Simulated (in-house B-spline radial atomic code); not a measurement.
RPA and G0W0 for Ar VIII (Ar7+), [Ne] 3s1, highest spin, as one setting changes: the highest l of the empty states. Start: Hartree-Fock. A dash marks a level of low quasi-particle weight. Computed with an all-electron radial atomic-structure program (B-spline basis): all electrons, non-relativistic, point nucleus, each spin shell either full or empty, empty states to the listed l with an (l + 1/2)⁻⁴ tail; G0W0 by contour deformation at full frequency.

```
highest l of the empty states  RPA summed (Eh)  RPA extrapolated (Eh)  G0W0 level (eV)
                            3           -0.555               -0.61582    3s up -143.96
                            4                ?                      ?                ?
                            5         -0.60269               -0.62158    3s up -143.95
                            6         -0.60911               -0.62013    3s up -143.95
                            7         -0.61252               -0.61949    3s up -143.95
                            8         -0.61449               -0.61916    3s up -143.95
                            9          -0.6157               -0.61896    3s up -143.95
                           10                ?                      ?                ?
                           11         -0.61699               -0.61874    3s up -143.95
```

Question: What belongs in the row for 10?

Answer: RPA summed (Eh): -0.61647; RPA extrapolated (Eh): -0.61883; G0W0 level (eV): 3s up -143.95.

Question: What belongs in the row for 4?

Answer: RPA summed (Eh): -0.58914; RPA extrapolated (Eh): -0.62575; G0W0 level (eV): 3s up -143.95.
